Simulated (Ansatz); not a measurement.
C2H7NOSi can be A, `CN(C)[Si]O`, or B, `CN1[SiH2]C1O`.

Computed with Ansatz on PBE0-D4/def2-TZVP structures; ΔE is electronic, products minus reactants. CBS: MP2 limit from def2 TZ/QZ plus the TZ coupled-cluster correction, frozen cores. DFT in def2-TZVPP. B3LYP here is the variant with VWN-RPA as its local correlation; programs differ in this. One conformer a species, not always the lowest.

Question: Which isomer does CCSD(T)/CBS put lower? Give the gap. (Estimate.)

Answer: Ansatz gave: A, by 238.2 kJ/mol.

Question: Give E(B) − E(A) in kJ/mol with B2PLYP, B3LYP-D4, PBE-D4, CCSD/def2-TZVPP, PBE0-D4, B3LYP, MP2/def2-TZVPP. (Best estimate.)

Answer: Ansatz gave: B2PLYP 238.1, B3LYP-D4 238.7, PBE-D4 217.2, CCSD/def2-TZVPP 242.0, PBE0-D4 219.5, B3LYP 235.7, MP2/def2-TZVPP 236.3. None reverses the order clearly.

Largest T1 diagnostic: 0.013.

The D4 term adds +3.1 kJ/mol with B3LYP and +1.5 kJ/mol with PBE0; it sums over pairs of atoms, weighted by their polarisabilities, and B3LYP, whose exchange is more repulsive, gets the larger term. In def2-TZVPP, CCSD(T) changes the Hartree–Fock value by −3.3 kJ/mol (the triples alone add −2.3 kJ/mol) and MP2 by −6.7 kJ/mol.
